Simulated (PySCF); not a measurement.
Compound: nopinone, C9H14O.
SMILES: `CC1(C)[C@@H]2CCC(=O)[C@H]1C2`

Level: PBE0/pcSseg-1 in PySCF, non-relativistic, on one gas-phase PBE0-D3(BJ)/def2-SVP geometry that isn't relaxed in the solvent. The solvent is an IEF-PCM continuum (cavity from Bondi-type radii × 1.2). The model holds no explicit solvent molecules, cavitation or dispersion.

```csv
run,E − E(gas) (kJ/mol),HOMO (eV),HOMO–LUMO gap (eV),dipole (D)
gas,0.00,-6.87,6.68,3.27
P,-16.86,-7.00,6.74,4.02
Q,-23.70,-7.06,6.76,4.37
```

Question: The runs were made in chloroform and water. Which run belongs to which solvent?

Answer: P = chloroform, Q = water. The dielectric constants are 4.711 (chloroform), 78.36 (water), and the energy falls further as ε rises. In this model the ground state sees the solvent through ε alone.

Question: How constant is the ratio of the lowering to (ε − 1)/(2ε + 1)?

Answer: 
```tsv
solvent	(ε − 1)/(2ε + 1)	E − E(gas) (kJ/mol)	ratio (kJ/mol)	polarisation term (kJ/mol)
chloroform	0.356	-16.86	-47.4	-19.15
water	0.490	-23.70	-48.3	-28.37
```

The ratio changes by +2.0 % in size from chloroform to water. The polarisation term is half the interaction of the solute with the induced surface charges.

The run took 43 s of wall time on an Arm Neoverse V2 with one thread, no GPU, shared host, and the process peaked at 1.6 GiB of memory. This is the whole shielding run at PBE0/pcSseg-1 in water, SCF included.
